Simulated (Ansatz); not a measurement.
Calculated with Ansatz (gas phase, PBE0-D4/def2-TZVP geometries, no zero-point term in ΔE). CCSD(T)/CBS is the MP2 limit (def2-TZVPP, def2-QZVPP) plus CCSD(T) − MP2 in def2-TZVPP, frozen cores. DFT in def2-TZVPP. B3LYP here is the variant with VWN-RPA as its local correlation; programs differ in this. def2 core potentials past Kr. For Ge, Sn outer-core shells are correlated without core-valence functions, which leaves a few kJ/mol of doubt a bond. Scalar relativity is left out up to krypton. Each species was taken in one conformer, which may not be the lowest.

`CC#[C][SnH3]` + `[SH][GeH3]` → `[CH3][GeH2][SH]` + `C#[C][SnH3]`  (formal exchange of groups at a C–C bond)

`CC#[C][SnH3]`:

Cartesian coordinates in Å:
```
C 2.055 -0.573 -0.982
C 0.788 -0.220 -0.375
C -0.270 0.075 0.131
Sn -2.083 0.580 0.995
H 1.963 -0.632 -2.069
H 2.405 -1.542 -0.619
H 2.820 0.172 -0.747
H -1.832 1.881 2.066
H -2.680 -0.773 1.840
H -3.166 1.032 -0.239
```

`[SH][GeH3]`:

Cartesian coordinates in Å:
```
S 1.240 0.903 -0.783
Ge -0.480 -0.281 -0.016
H 1.844 1.002 0.413
H -1.247 0.517 1.050
H 0.007 -1.611 0.579
H -1.363 -0.530 -1.244
```

`[CH3][GeH2][SH]`:

Cartesian coordinates in Å:
```
C -1.392 -0.063 -0.038
Ge 0.485 0.306 0.315
S 1.625 -0.995 -1.094
H -2.021 0.541 0.618
H -1.606 -1.117 0.142
H -1.632 0.177 -1.074
H 0.872 -0.048 1.764
H 0.835 1.782 0.047
H 2.834 -0.584 -0.680
```

`C#[C][SnH3]`:

Cartesian coordinates in Å:
```
C 1.398 -1.141 1.121
C 0.604 -0.493 0.484
Sn -0.765 0.625 -0.614
H 2.099 -1.714 1.684
H -1.348 -0.351 -1.879
H -2.029 1.083 0.429
H 0.041 1.992 -1.225
```

```tsv
level	ΔE (kJ/mol)
r2SCAN-D4	-4.3
B3LYP	-2.0
HF/def2-TZVPP	-2.4
CCSD/def2-TZVPP	-12.1
```

(1) What does CCSD(T)/CBS give? (Estimate.)

Largest T1 diagnostic among the species: 0.014.

Results:

(1) Ansatz gave: -14.0 kJ/mol. The listed levels differ from it by 9.7, 12.0, 11.6, 1.9 kJ/mol.

In def2-TZVPP, CCSD(T) changes the Hartree–Fock value by −10.5 kJ/mol (the triples alone add −0.8 kJ/mol) and MP2 by −11.5 kJ/mol.
